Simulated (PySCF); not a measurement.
Compound: C3H6Te.
SMILES with atom numbers: `[CH2:1]=[CH:2][Te:3][CH3:4]` (hydrogens: H5, H6 on C1; H7 on C2; H8, H9, H10 on C4)

Level of theory: PBE0-D3(BJ)/def2-SVP geometry optimisation, gas phase, def2 core potentials past Kr (PySCF 2.14.0).

Q: List the bond lengths, angles and torsions at this level.

A: 
| bond | length (bohr) | order |
| --- | --- | --- |
| C1=C2 | 2.522 | double |
| C2–Te3 | 3.970 | single |
| Te3–C4 | 4.053 | single |
| C1–H5 | 2.068 | single |
| C1–H6 | 2.066 | single |
| C2–H7 | 2.071 | single |
| C4–H8, C4–H9, C4–H10 | 2.074 | single |

Bonds in one row agree within 0.02 bohr and their mean is given. Orders are formal, as drawn. A selection of angles:
| angle | degrees |
| --- | --- |
| C2–C1–H5 | 120.2 |
| C2–C1–H6 | 123.1 |
| H5–C1–H6 | 116.7 |
| C1–C2–Te3 | 127.4 |
| C1–C2–H7 | 120.4 |
| Te3–C2–H7 | 112.2 |
| C2–Te3–C4 | 95.5 |
| Te3–C4–H8 | 109.6 |
| Te3–C4–H10 | 107.1 |
| H8–C4–H9 | 110.8 |
| H8–C4–H10 | 109.5 |

Dihedral angles: C1–C2–Te3–C4 1° (synperiplanar). The mirror-image conformer, all signs reversed, is as good.

The C–Te distances run from 2.101 Å (C2–Te3, drawn single) to 2.145 Å (Te3–C4, drawn single), a spread of 0.044 Å. The 4 heavy atoms lie in one plane (0.005 Å rms). Of the pairs four or more bonds apart, C4···H6 is among the closest relative to their van der Waals radii: 2.76 Å, 95 % of the sum of Bondi's values.

Point group: near Cs, missed by 0.09 Å at most; the miss may be what the optimiser left on a soft mode. Stationary, but not proved a minimum. The numbers are those of one conformer.
